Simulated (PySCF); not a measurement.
**Basis and Hamiltonian dependence of the ionisation energy of Br**

Br [Ar] 3d10 4s2 4p5 (2P) → Br+ [Ar] 3d10 4s2 4p4 (3P). Calculated with PySCF 2.14 from differences of total energies of unrestricted determinants, without spin-orbit coupling. Values in eV.

```
                                                                         basis       Hamiltonian  functions     UHF     PBE    PBE0  MP2 (valence)  CCSD(T) (valence)  CCSD(T) (valence and next inner shell)
                                                                    cc-pVDZ-DK     spin-free X2C         27  10.759     n/a     n/a         11.316             11.280                                     n/a
                                                                        6-31G*  non-relativistic         32  10.769     n/a  11.837         11.284             11.253                                     n/a
                                                                    x2c-SVPall     spin-free X2C         32  10.763  11.740  11.794         11.322             11.287                                     n/a
                                                  aug-cc-pVDZ-PP with ECP10MDF               ECP         32  10.750  11.770  11.789         11.409             11.402                                     n/a
                                                                aug-cc-pVDZ-DK     spin-free X2C         36  10.783  11.828  11.842         11.437             11.432                                     n/a
                                                                  ANO-RCC-VTZP     spin-free X2C         43  10.717  11.791  11.797         11.549                n/a                                  11.625
                                                                   x2c-TZVPall     spin-free X2C         48  10.722  11.785     n/a         11.539             11.575                                     n/a
                                                  aug-cc-pVTZ-PP with ECP10MDF               ECP         55  10.717  11.752  11.768         11.574             11.616                                     n/a
                x2c-TZVPPall with one added diffuse shell each of s, p, d type     spin-free X2C         57  10.721  11.793  11.799         11.543                n/a                                  11.604
                                                                aug-cc-pVTZ-DK     spin-free X2C         59  10.717  11.788  11.794         11.570             11.614                                     n/a
aug-cc-pVTZ-PP with one added diffuse shell each of s, d, f type with ECP10MDF               ECP         68  10.718  11.753  11.768         11.575             11.618                                     n/a
                                                                   aug-pcseg-3  non-relativistic         93  10.748  11.819  11.826         11.681                n/a                                     n/a
                                                                aug-cc-pVQZ-DK     spin-free X2C         93  10.713  11.785  11.792         11.676             11.736                                     n/a
             x2c-QZVPPall with one added diffuse shell each of s, p, d, f type     spin-free X2C        113  10.712  11.787  11.792         11.659                n/a                                     n/a
```

Extrapolation of CCSD(T) (valence) from aug-cc-pVTZ-DK and aug-cc-pVQZ-DK: the correlation parts are 0.897 and 1.023 eV; with the X⁻³ form and unrounded values, (4³ × 1.023 − 3³ × 0.897)/(4³ − 3³) = 1.115 eV, and adding the Hartree-Fock value 10.713 eV of the larger basis gives 11.828 eV.

Frozen in the all-electron rows: valence: [Ar] 3d10; valence and next inner shell: [Ne]; with a core potential, the same shells as far as they lie outside it.

Non-relativistic rows lack the scalar-relativistic shift.

Reference for a calculation without spin-orbit coupling: 11.844 eV (measured, between term centres; NIST).
